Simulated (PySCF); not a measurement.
Working out the ionisation energy of Ga

Ga [Ar] 3d10 4s2 4p1 (2P) → Ga⁺ [Ar] 3d10 4s2 (1S). Calculation: PySCF 2.14, in x2c-TZVPall (6s5p4d1f, 48 functions); scalar relativity by spin-free X2C-1e. Frozen: [Ar] 3d10. Energies in hartree (1 hartree = 27.21139 eV):

```
            part    Ga (lower)   Ga⁺ (upper)
             UHF  -1942.169064  -1941.966369
CCSD correlation     -0.046430     -0.036703
             (T)     -0.000824      0.000000
```

Q: What does Hartree-Fock give?

A: (-1941.966369) − (-1942.169064) = 0.202695 hartree = 5.516 eV.

Q: What do CCSD and CCSD(T) give?

A: The CCSD correlation energies differ by 0.009727 hartree = 0.265 eV and the triples by 0.000824 hartree = 0.022 eV, so CCSD gives 5.781 eV and CCSD(T) 5.803 eV.

Measured between the centres of the two terms (NIST): 5.931 eV, so CCSD(T) (valence) is off by -0.128 eV.

What remains against the reference includes basis incompleteness, the frozen core and higher excitations.
